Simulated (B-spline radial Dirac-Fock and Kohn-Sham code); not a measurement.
ΔSCF core binding energies without Breit or QED terms, calculated with a radial B-spline solver.

A sound run for Co³⁺, [Ar] 3d6: The ground state converged in 10 iterations, with total energy -1389.95682 Ha, virial ratio 1.98456 and highest orbital energy -55.75 eV. ΔSCF binding energies: K (1s) 7779.0 eV, L3 (2p3/2) 838.8 eV. Holes are computed only in closed shells, and unreliable hole states are left out.

A second run, with one unsound setting: The ground state converged in 10 iterations, with total energy -1389.90719 Ha, virial ratio 1.98425 and highest orbital energy -54.71 eV. ΔSCF binding energies: K (1s) 7778.1 eV, L3 (2p3/2) 837.8 eV. Holes are computed only in closed shells, and unreliable hole states are left out.

```
iter   energy (Ha)        error
   1    -1380.39867232  1.01e+00
   2    -1386.62829011  4.52e-01
   3    -1389.70112674  1.08e-01
   4    -1389.89847116  2.27e-02
   5    -1389.90395479  1.32e-02
   6    -1389.90717948  8.84e-04
   7    -1389.90718733  3.41e-05
   8    -1389.90718736  1.81e-05
   9    -1389.90718736  9.39e-07
  10    -1389.90718736  3.77e-08
```

Problem. Which fault fits the second run best?
A. functional not served
B. box too small
C. speed of light below Z
D. unbound anion

Solution. B. The input had rmax = 3.0: rmax squeezes the outer orbitals.
